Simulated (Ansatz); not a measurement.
AlClGeH4 (`[Cl][AlH][GeH3]`). The species carries charge 0 and has multiplicity 1. Geometry: relaxed with PBE0-D4/def2-TZVP.

```xyz
7

Cl    0.252   -0.824    2.804
Al    0.997   -0.224    0.932
Ge   -0.664    0.214   -0.838
H     2.567   -0.100    0.806
H    -1.502   -1.044   -1.131
H    -1.643    1.324   -0.414
H    -0.007    0.653   -2.160
```

(1) What is the dipole moment at PBE/def2-TZVPP? (An estimate is asked.)

(2) And with r2SCAN, B3LYP, ωB97M-V? (Estimate.)

(3) Give the Mulliken charges with PBE, B3LYP, r2SCAN in def2-TZVPP. (An estimate is asked.)

Results:

(1) Computed: 1.08 D, with components (0.39, 0.31, -0.95) D in this frame, pointing from negative to positive charge.

(2) The calculation gave: r2SCAN 1.11 D, B3LYP 1.15 D, ωB97M-V 1.14 D.

(3) Ansatz gave: 
| atom | PBE | B3LYP | r2SCAN |
| --- | --- | --- | --- |
| Cl1 | -0.23 | -0.25 | -0.26 |
| Al2 | 0.45 | 0.50 | 0.59 |
| Ge3 | -0.11 | -0.10 | -0.14 |
| H4 | -0.11 | -0.13 | -0.15 |
| H5 | 0.00 | 0.00 | -0.01 |
| H6 | 0.00 | 0.00 | -0.01 |
| H7 | 0.00 | -0.01 | -0.01 |

B3LYP here is the variant with VWN-RPA as its local correlation; programs differ in this.
